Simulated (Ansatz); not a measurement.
Program: Ansatz. Geometries: PBE0-D4/def2-TZVP. ΔE: electronic, gas phase. CCSD(T)/CBS is the MP2 limit (def2-TZVPP, def2-QZVPP) plus CCSD(T) − MP2 in def2-TZVPP, frozen cores. This one scheme is used for every species. Functionals use def2-TZVPP. Elements past krypton have def2 core potentials. For Sn outer-core shells are correlated without core-valence functions, which leaves a few kJ/mol of doubt a bond.

Reaction (hydrogenolysis of the Sn–Cl bond): `[CH3][SnH]([F])[Cl]` + H₂ → `[CH3][SnH2][F]` + HCl

`[CH3][SnH]([F])[Cl]`:

Z-matrix (Å, degrees):
```
C
Sn 1 2.114
H 1 1.089 2 108.0
H 1 1.090 2 109.5 3 119.6
H 1 1.089 2 109.8 3 -119.6
F 2 1.919 1 105.9 3 -56.3
Cl 2 2.320 1 109.0 3 55.6
H 2 1.699 1 122.6 3 -176.9
```

H₂:

Cartesian coordinates in Å:
```
H -0.210 0.296 -0.084
H 0.210 -0.296 0.084
```

`[CH3][SnH2][F]`:

Cartesian coordinates in Å:
```
C 0.000 0.424 -1.085
Sn -0.059 -0.473 0.839
F 0.660 0.878 2.017
H -0.625 1.316 -1.088
H 1.027 0.702 -1.321
H -0.365 -0.274 -1.840
H 0.989 -1.805 1.037
H -1.627 -0.768 1.442
```

HCl:

Cartesian coordinates in Å:
```
Cl 0.267 0.396 0.425
H -0.267 -0.396 -0.425
```

```
             level  ΔE (eV)
           ωB97X-V     0.83
             BHLYP     0.79
RPA@PBE/def2-TZVPP     0.73
    MP2/def2-TZVPP     0.88
```

Question: What does CCSD(T)/CBS give? (Best estimate.)

Answer: Ansatz gave: +0.88 eV. The listed levels differ from it by -0.05, -0.09, -0.15, 0.00 eV.

Largest T1 diagnostic among the species: 0.013.

At CCSD(T), def2-SVP lies −0.16 eV from the extrapolated value and def2-TZVPP −0.10 eV. The D4 term adds +0.07 eV with B3LYP and +0.04 eV with PBE0; it sums over pairs of atoms, weighted by their polarisabilities, and B3LYP, whose exchange is more repulsive, gets the larger term. Leaving LDA and LC-ωPBE aside and taking each functional with its dispersion term where it has one, the values, not all of them listed here, spread over 0.10 eV, from CAM-B3LYP-D4 to r2SCAN-D4. LDA lies −0.07 eV from PBE without D4.

B3LYP here is the variant with VWN-RPA as its local correlation; programs differ in this.

CCSD(T)/CBS has its own doubt, a few kJ/mol and more with outer-core shells, so smaller differences from it don't rank the levels.
